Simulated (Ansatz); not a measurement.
Stepwise reaction of `[SH][Ge]([SH])([Cl])[Cl]` with hydrogen, as a gas-phase model of exchange steps in deposition or etching. ΔE in kJ/mol; ΔG adds harmonic PBE0-D4 terms to CCSD(T)/CBS, at 1 bar.

Gas-phase electronic energies from Ansatz, PBE0-D4/def2-TZVP geometries. CCSD(T)/CBS adds triple-zeta CCSD(T) − MP2 to the extrapolated MP2 energy (def2 sets, frozen cores). This one scheme is used for every species. Functionals use def2-TZVPP. B3LYP here is the variant with VWN-RPA as its local correlation; programs differ in this. For Ge outer-core shells are correlated without core-valence functions, which leaves a few kJ/mol of doubt a bond. Scalar relativity is left out up to krypton. One conformer a species, not always the lowest.

| step | reaction | PBE-D4 | B3LYP-D4 | ωB97M-V | CCSD(T)/CBS | ΔG(500 K) |
| --- | --- | --- | --- | --- | --- | --- |
| 1 | `[SH][Ge]([SH])([Cl])[Cl]` + H₂ → `[SH][GeH]([Cl])[Cl]` + H₂S | 38.0 | 33.5 | 29.5 | 31.1 | 18.4 |
| 2 | `[SH][GeH]([Cl])[Cl]` + H₂ → `[Cl][GeH2][Cl]` + H₂S | 34.7 | 29.8 | 26.9 | 29.0 | 24.2 |

Question: By hand: ΔE of the 2 steps together at CCSD(T)/CBS.

Answer: (31.1) + (29.0) = 60.1 kJ/mol, or 30.1 kJ/mol a step.

In ΔE the steps differ by no more than 2.1 kJ/mol. All are uphill at CCSD(T)/CBS. ΔG lies between 18.4 and 24.2 kJ/mol a step. PBE-D4 differs from CCSD(T)/CBS by 5.7 to 6.9 kJ/mol a step. Isolated molecules leave out the surface, adducts and barriers. Largest T1 diagnostic: 0.010.
